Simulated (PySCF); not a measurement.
An excited-state job on `CO[C@H](C#N)CC=O`.

Method: TDDFT PBE0/def2-SVPD, vertical, gas phase, core orbitals frozen in the response (PySCF 2.14.0, density-fitted response routines). Geometry: GFN2-xTB. The input is one job of a driver script: a line of settings, then coordinates in Å.

Command:
```bash
OMP_NUM_THREADS=1 python probes_run.py task.json out
```

Input:
```
{"job": {"kind": "uv", "xc": "PBE0", "basis": "def2-SVPD", "nstates": 6, "ntriplets": 2}, "charge": 0, "multiplicity": 1}
C     -1.638826    -1.665713    -0.489007
O     -1.226734    -0.318871    -0.468194
C      0.042345    -0.114382     0.120439
C      0.034884    -0.430090     1.543578
N     -0.013050    -0.673050     2.658741
C      0.430120     1.357935    -0.077011
C      1.907118     1.589395     0.068526
O      2.734317     0.734387     0.198518
H     -2.602620    -1.676069    -0.993323
H     -1.751109    -2.069757     0.522711
H     -0.925789    -2.286547    -1.044683
H      0.802796    -0.758114    -0.360563
H      0.130784     1.658869    -1.085371
H     -0.111335     1.999275     0.622056
H      2.182684     2.660723     0.029174
```

**Question.** What does the run print?

**Answer.** 
```
coarse grid: 13008 points
cycle   1  E = -398.9234471715  dE =  1.148e+00  |g| = 9.062e-01  |ddm| = 5.269e+00
cycle   2  E = -398.3665363955  dE =  5.569e-01  |g| = 1.896e+00  |ddm| = 3.543e+00
cycle   3  E = -399.0889717750  dE = -7.224e-01  |g| = 1.732e-01  |ddm| = 2.526e+00
cycle   4  E = -399.0932917314  dE = -4.320e-03  |g| = 1.029e-01  |ddm| = 3.254e-01
cycle   5  E = -399.0952277681  dE = -1.936e-03  |g| = 3.073e-02  |ddm| = 1.439e-01
cycle   6  E = -399.0954044848  dE = -1.767e-04  |g| = 1.157e-02  |ddm| = 4.677e-02
cycle   7  E = -399.0954300808  dE = -2.560e-05  |g| = 3.593e-03  |ddm| = 1.469e-02
cycle   8  E = -399.0954326163  dE = -2.535e-06  |g| = 6.177e-04  |ddm| = 4.861e-03
final grid: 127056 points
cycle   9  E = -399.1627338714  dE = -2.188e-05  |g| = 1.322e-02  |ddm| = 1.143e-01
cycle  10  E = -399.1626647099  dE =  6.916e-05  |g| = 2.329e-02  |ddm| = 4.021e-02
cycle  11  E = -399.1627668168  dE = -1.021e-04  |g| = 2.633e-03  |ddm| = 2.522e-02
cycle  12  E = -399.1627682104  dE = -1.394e-06  |g| = 4.343e-04  |ddm| = 3.109e-03
cycle  13  E = -399.1627682446  dE = -3.424e-08  |g| = 1.393e-04  |ddm| = 7.600e-04
cycle  14  E = -399.1627682486  dE = -3.912e-09  |g| = 3.658e-05  |ddm| = 2.442e-04
cycle  15  E = -399.1627682487  dE = -1.762e-10  |g| = 2.555e-05  |ddm| = 8.711e-05
converged SCF energy = -399.1627682487

Static polarisability (au): isotropic 69.691, principal 61.306 71.165 76.602

Singlet excitations
state   eV       nm        f      main configurations
  1   4.4213    280.4   0.00018   H->L 0.98
  2   6.3216    196.1   0.00201   H-1->L 0.98
  3   7.0050    177.0   0.00238   H->L+1 0.57, H-1->L+1 0.38
  4   7.1247    174.0   0.00265   H-1->L+1 0.60, H->L+1 0.36
  5   7.2425    171.2   0.00002   H-2->L 0.93
  6   7.3002    169.8   0.00571   H->L+2 0.92

Triplet excitations (Tamm-Dancoff, eV): 3.7652 6.0438
```

The SCF starts on a coarse grid where the log names one; the energy can jump when the final grid takes over, and dE then counts from the start density on the new grid. H and L stand for HOMO and LUMO; the number after each pair is its weight.

**Question.** Give the mean polarisability as a volume in Å³, and the ratio of the largest to the smallest principal value.

**Answer.** 69.691 au × 0.148185 = 10.33 Å³; 76.602/61.306 = 1.25.

**Question.** How does the lowest singlet excitation compare with the HOMO–LUMO gap?

**Answer.** HOMO -8.13 eV and LUMO -1.28 eV give a gap of 6.85 eV; S1 at 4.42 eV lies 2.43 eV below it.

Main results: HOMO -8.13 eV, LUMO -1.28 eV; lowest singlet 4.42 eV; lowest triplet 3.77 eV (Tamm–Dancoff); mean polarisability 69.7 au.

**Question.** How long does this job take on Arm Neoverse V1, one thread, no GPU, on a shared host? And the peak memory of the process?

**Answer.** About 42 s (density and orbital grids were written too), with 0.87 GiB resident at the peak, the Python interpreter and its libraries included.

One conformer stands for the species.
Labels such as C1 count atoms from 1, the log's own numbers from 0.
